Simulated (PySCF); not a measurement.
C5H4F2O.
Numbering: `[F:1][C:2]1=[CH:3][O:4][C:5]([F:6])=[CH:7][CH2:8]1`

Geometry (GFN2-xTB, Å), atoms numbered from 1 in this order:
```xyz
12
C5H4F2O angstrom
F     -2.5353   -0.3533   -0.0857
C     -1.2292   -0.0163   -0.0518
C     -0.8879    1.2631   -0.1064
O      0.4105    1.6944   -0.0787
C      1.3349    0.7103    0.0129
F      2.5616    1.2392    0.0340
C      1.1225   -0.5937    0.0756
C     -0.2694   -1.1621    0.0494
H     -1.5926    2.0751   -0.1771
H      1.9570   -1.2689    0.1476
H     -0.4715   -1.7462    0.9559
H     -0.3994   -1.8422   -0.8016
```

Definitions: NICS(0) = −σiso at the ring centroid; NICS(1) = −σiso and NICS(1)zz = −σzz at ±1 Å along the ring normal z. Level: GIAO PBE0/pcSseg-1 (PySCF, non-relativistic, gas phase) on the GFN2-xTB geometry, one conformer.

Ring bond lengths (Å), with Mayer bond orders in brackets: C2–C3 1.325 (1.81), C3–O4 1.368 (0.95), O4–C5 1.353 (1.03), C5–C7 1.323 (1.81), C7–C8 1.504 (0.99), C8–C2 1.498 (1.03).

**Question.** What do the NICS probes read (ppm)?

**Answer.** 
```csv
ring,type,NICS(0),"NICS(1), two faces","NICS(1)zz, two faces",rms pucker (Å),"centre to ring atoms, mean (Å)"
C2–C3–O4–C5–C7–C8,"6-membered ring with O; formal bonds 2 double, 4 single",-1.1,-0.6 / -0.6,4.8 / 4.8,0.00,1.39
```

**Question.** What can be read from them?

**Answer.** 
- C2–C3–O4–C5–C7–C8: mean NICS(1)zz 4.8 ppm, deshielded. C8 has four or more neighbours, and the NICS criterion for π rings isn't applied.

**Question.** Give the inner angles of the rings and the Hirshfeld charges of the ring atoms.

**Answer.** 
- C2–C3–O4–C5–C7–C8: C2 125.2° (+0.069 e), C3 123.2° (-0.006 e), O4 114.9° (-0.095 e), C5 127.6° (+0.149 e), C7 121.4° (-0.103 e), C8 107.8° (-0.074 e); sum 720.0° against 720° for a flat convex ring.
